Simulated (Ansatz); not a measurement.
A nudged elastic band was laid between two geometries of BrGaH$_{4}$ (6 atoms, charge 0, multiplicity 1).

All numbers below come from Ansatz 0.2.0, RKS PBE0-D4/def2-SVP.

* movable images: 7
* climbing image: yes
* spring: 5.0 eV/Å²
* optimiser: quadratic models (default)
* start path: through a guess of the saddle point
* force threshold: 0.03 eV/Å
* iteration limit: 60
* end points: relaxed

First end point:

```xyz
6
Properties=species:S:1:pos:R:3
Ga 0.001 0.201 -0.004
H -0.006 0.741 1.477
H 1.362 0.106 -0.784
H -1.362 0.029 -0.768
Br 0.083 -2.526 0.969
H 0.079 -2.095 2.327
```

Last end point:

```xyz
6
Properties=species:S:1:pos:R:3
Ga 0.022 -0.600 -0.266
H 0.009 0.295 2.056
H 1.409 0.086 -0.450
H -1.404 0.008 -0.434
Br 0.088 -2.872 0.138
H 0.032 -0.461 2.172
```

Problem. What changes between the two ends?

Solution. Bonds broken: Ga1–H2, Br5–H6. Bonds formed: Ga1–Br5, H2–H6. BrGaH4 becomes BrGaH2 + H2.

Problem. What energy profile does the band end with?

Solution. The forces met the threshold. The highest image is number 4 of 0 to 8, 3.7 kcal/mol above the first end and 27.0 kcal/mol above the last; the last end lies 23.3 kcal/mol below the first. A vibrational analysis at the climbing image gives one clearly imaginary mode, 550i cm⁻¹: a first-order saddle point. The orbitals stay closed-shell, which can raise the energy where a bond breaks towards radicals; this wasn't checked here.

```json
{"image": "0", "path coordinate (Å)": "0.00", "energy (kcal/mol)": "0.0", "Ga1–H2 (Å)": "1.58", "Br5–H6 (Å)": "1.42", "Ga1–Br5 (Å)": "2.90"}
{"image": "1", "path coordinate (Å)": "0.35", "energy (kcal/mol)": "0.5", "Ga1–H2 (Å)": "1.58", "Br5–H6 (Å)": "1.43", "Ga1–Br5 (Å)": "2.90"}
{"image": "2", "path coordinate (Å)": "0.71", "energy (kcal/mol)": "1.4", "Ga1–H2 (Å)": "1.59", "Br5–H6 (Å)": "1.43", "Ga1–Br5 (Å)": "2.94"}
{"image": "3", "path coordinate (Å)": "1.06", "energy (kcal/mol)": "2.4", "Ga1–H2 (Å)": "1.60", "Br5–H6 (Å)": "1.46", "Ga1–Br5 (Å)": "2.91"}
{"image": "4", "path coordinate (Å)": "1.42", "energy (kcal/mol)": "3.7", "Ga1–H2 (Å)": "1.66", "Br5–H6 (Å)": "1.58", "Ga1–Br5 (Å)": "2.74"}
{"image": "5", "path coordinate (Å)": "1.81", "energy (kcal/mol)": "-4.5", "Ga1–H2 (Å)": "1.82", "Br5–H6 (Å)": "1.92", "Ga1–Br5 (Å)": "2.54"}
{"image": "6", "path coordinate (Å)": "2.21", "energy (kcal/mol)": "-17.3", "Ga1–H2 (Å)": "2.06", "Br5–H6 (Å)": "2.29", "Ga1–Br5 (Å)": "2.38"}
{"image": "7", "path coordinate (Å)": "2.60", "energy (kcal/mol)": "-22.4", "Ga1–H2 (Å)": "2.28", "Br5–H6 (Å)": "2.71", "Ga1–Br5 (Å)": "2.32"}
{"image": "8", "path coordinate (Å)": "3.00", "energy (kcal/mol)": "-23.3", "Ga1–H2 (Å)": "2.49", "Br5–H6 (Å)": "3.15", "Ga1–Br5 (Å)": "2.31"}
```

Problem. What is the geometry of the highest image?

Solution. 
```xyz
6
Properties=species:S:1:pos:R:3
Ga 0.009 -0.053 0.025
H 0.015 0.094 1.678
H 1.421 0.129 -0.600
H -1.419 0.055 -0.583
Br 0.082 -2.604 1.019
H 0.048 -1.165 1.678
```

Problem. What are the harmonic wavenumbers there?

Solution. 550i, 186, 377, 598, 661, 797, 896, 977, 1339, 1770, 2026, 2045 cm⁻¹.

The band took 8 iterations and of the order of 110 core-seconds.

Run time: 59 s on 2 threads of Intel(R) Xeon(R) 6975P-C (Granite Rapids) (shared host), peak memory 0.2 GiB.
